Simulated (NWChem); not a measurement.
# phosphoric acid (H3PO4); SMILES O=P(O)(O)O

```xyz
8

O      1.4282    -0.1440    -0.5880
P      0.0003    -0.0025     0.1301
O      0.0037    -0.0306     1.6054
O     -0.5817     1.3264    -0.5553
O     -0.8505    -1.1491    -0.6018
H      2.0001    -0.7483    -0.0976
H     -0.3507     2.1085    -0.0377
H     -1.6499    -1.3555    -0.1007
```
Atoms are numbered in this order, from 1.

Program: NWChem. Pople sets run with spherical d functions. Coordinates come from a PBE0/def2-SVP optimisation. B3LYP is NWChem's, with the RPA form of VWN correlation. Atomic charges in e: unrestrained fits to the electrostatic potential beside Mulliken populations; buried atoms are poorly determined by the fit.

For level B3LYP/def2-SVP:

```yaml
Mulliken O1: -0.35
ESP P2: 1.24
Mulliken P2: 0.94
Mulliken O3: -0.50
Mulliken O4: -0.35
Mulliken O5: -0.35
```

**Question.** What are these values for level Hartree-Fock/6-31G*?

**Answer.** 
- Mulliken O1 = -0.82
- ESP P2 = 1.43
- Mulliken P2 = 1.68
- Mulliken O3 = -0.74
- Mulliken O4 = -0.82
- Mulliken O5 = -0.82
